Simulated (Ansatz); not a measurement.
Species: COs, net charge 0, triplet state. The spin state was set by rule; other spins were not relaxed. 
Structure (B3LYP-D3(BJ)/def2-TZVP (Ansatz, a quantum-chemistry and plane-wave program) minimum search):
```xyz
2

Os     0.0000     0.0000    -0.1217
C      0.0000     0.0000     1.5411
```
Charge 0, spin multiplicity 3.

Total electronic energies in hartree. Correlated levels leave the core frozen unless marked. Open shells are spin-unrestricted. No spin-orbit coupling. Frozen are the shells of the preceding noble gas and the d and f shells that filled before the atom's block. In def2 rows, elements after Kr have scalar-relativistic effective core potentials. CBS marks a two-point X^-3 extrapolation of the correlation energy; Hartree-Fock from the larger set.

The UHF reference is spin-contaminated (<S^2> 0.88 over the pure value in the largest basis). The T1 diagnostic of CCSD in the largest basis is 0.100, which is high, so the coupled-cluster rows are less sure than usual.

```csv
level,program,energy (Eh)
HF/def2-SVPD,Ansatz,-127.54880
HF/def2-TZVPPD,Ansatz,-127.60791
RI-HF/def2-QZVPPD,Ansatz,-127.61034
PBE-D4/def2-TZVPD,Ansatz + dftd4,-128.66066
r2SCAN-D4/def2-TZVPD,Ansatz + dftd4,-128.67601
PBE0-D3(BJ)/def2-TZVPD,Ansatz + dftd3,-128.59185
PBE0-D4/def2-TZVP,Ansatz + dftd4,-128.59160
PBE0/def2-TZVPD,Ansatz,-128.59078
r2SCAN0-D4/def2-TZVPD,Ansatz + dftd4,-128.59746
r2SCAN0/def2-TZVPD,Ansatz,-128.59714
HSE06-D4/def2-TZVPD,Ansatz + dftd4,-128.59009
CAM-B3LYP-D3(BJ)/def2-TZVPD,Ansatz + dftd3,-128.56399
B2GP-PLYP-D3(BJ)/def2-TZVPD,Ansatz + dftd3,-128.34180
B2PLYP-D3(BJ)/def2-TZVPD,Ansatz + dftd3,-128.41450
B2PLYP-D4/def2-TZVPD,Ansatz + dftd4,-128.41402
MP2/def2-SVP,Ansatz,-127.85498
MP2/def2-SVPD,Ansatz,-127.86295
MP2/def2-QZVPP,Ansatz,-128.01128
"RI-MP2/CBS(def2-TZVPP,def2-QZVPP)",Ansatz,-128.0261
SCS-MP2/def2-SVPD,Ansatz,-127.82776
CCSD/def2-TZVPPD,Ansatz,-128.00886
"CCSD/CBS(def2-TZVPPD,def2-QZVPPD)",Ansatz,-128.0392
"CCSD(T)/CBS(def2-TZVPPD,def2-QZVPPD)",Ansatz,-128.0712
```

Totals of different functionals don't rank their quality; only differences between species are comparable.
